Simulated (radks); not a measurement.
Results of a calculation; reference values are marked as such.
Task: Valence configurations of As (all share [Ar]). Level of theory: scalar-relativistic Kohn-Sham, PBE, spin-polarised, spherical densities, point nucleus; open shells are filled with parallel spins first (a radial shooting solver on a logarithmic mesh with Libxc functionals). Order these by energy: 3d10 4s2 4p3; 3d8.5 4s1 4p5.5; 3d8.5 4s2 4p4.5; 3d8 4s2 4p5; 3d9 4s2 4p4; 3d8 4s1 4p6; 3d10 4s1.5 4p3.5; 3d9.5 4s1.5 4p4; 3d9.5 4s2 4p3.5; 3d10 4s1 4p4.

Result: From the lowest, in eV above it: 3d10 4s2 4p3 0.000; 3d10 4s1.5 4p3.5 4.655; 3d10 4s1 4p4 9.335; 3d9.5 4s2 4p3.5 19.259; 3d9.5 4s1.5 4p4 24.144; 3d9 4s2 4p4 40.594; 3d8.5 4s2 4p4.5 64.064; 3d8.5 4s1 4p5.5 74.742; 3d8 4s2 4p5 89.722; 3d8 4s1 4p6 100.83. NIST lists [Ar] 3d10 4s2 4p3 as the ground configuration; this level of theory agrees among the configurations tried. The energies are those of spherical high-spin densities, not of single terms.
